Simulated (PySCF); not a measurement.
Br₂H₂O₂Si, SMILES O[Si](O)(Br)Br. Geometry optimised at PBE-D3(BJ)/def2-SVP. This is a generated structure with no PubChem entry under its InChIKey; it may be hypothetical. The values are those of a single conformer.

Computed equilibrium geometry at PBE-D3(BJ)/def2-SVP (PySCF confirms it by a frequency run) as bond lengths and angles, and its point group (one conformer of several):
point group C2.
Atoms: O1 Si2 O3 Br4 Br5 H6 H7. Bond lengths (Å): O1–Si2 1.662, O1–H6 0.975, Si2–O3 1.662, Si2–Br4 2.222, Si2–Br5 2.222, O3–H7 0.975. Angles (°): Si2–O1–H6 114.1, O1–Si2–O3 114.3, O1–Si2–Br4 104.8, O1–Si2–Br5 110.7, O3–Si2–Br4 110.7, O3–Si2–Br5 104.8, Br4–Si2–Br5 111.8, Si2–O3–H7 114.1.
Charge 0, spin multiplicity 1.
